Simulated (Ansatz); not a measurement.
Steps of a relaxation of `[SbH2][I]` with RKS PBE0-D4/def2-TZVP.

```sh
$ ansatz run in.yaml --threads 2 --pin off --events-out ev --progress --plain --max-ram 4352MiB
```

```yaml
crystal:
  periodic: [false, false, false]
  atoms:
    - {symbol: Sb, position_ang: [-0.532093, 0.186593, 0.659924]}
    - {symbol: I, position_ang: [2.203731, 0.278112, 0.237213]}
    - {symbol: H, position_ang: [-0.909728, 0.875526, -0.890023]}
    - {symbol: H, position_ang: [-0.706311, -1.400530, -0.027415]}
basis:
  gaussian: {orbitals: def2-TZVP}
hamiltonian: {xc: pbe0, dispersion: d4}
relax: {f_tol: 0.005, max_steps: 150}
```

Positions (Å) and forces (eV/Å) along the path, 4 of 4 steps:

```xyz
4
step=1 energy=-14672.5748 eV
Sb   -0.532    0.187    0.660    0.258   -0.192   -0.566
I     2.204    0.278    0.237   -0.392   -0.017    0.058
H    -0.910    0.876   -0.890    0.082   -0.112    0.334
H    -0.706   -1.401   -0.027    0.051    0.321    0.174
4
step=2 energy=-14672.5848 eV
Sb   -0.512    0.174    0.619   -0.190    0.162    0.472
I     2.158    0.272    0.239    0.232    0.000   -0.061
H    -0.899    0.883   -0.870   -0.031    0.047   -0.254
H    -0.691   -1.389   -0.008   -0.011   -0.209   -0.158
4
step=3 energy=-14672.5947 eV
Sb   -0.523    0.182    0.643    0.002    0.001    0.001
I     2.169    0.272    0.234   -0.001    0.000    0.000
H    -0.898    0.871   -0.877   -0.002    0.014   -0.006
H    -0.692   -1.385   -0.021    0.000   -0.014    0.004
4
step=4 energy=-14672.5947 eV
Sb   -0.524    0.181    0.642    0.001    0.000    0.000
I     2.169    0.272    0.234   -0.002    0.000    0.000
H    -0.898    0.874   -0.877    0.001   -0.003    0.001
H    -0.692   -1.388   -0.019    0.000    0.003   -0.001
```

Run time 10 s (2 threads of an Arm Neoverse V1 on a shared host); peak host memory 0.21 GiB.
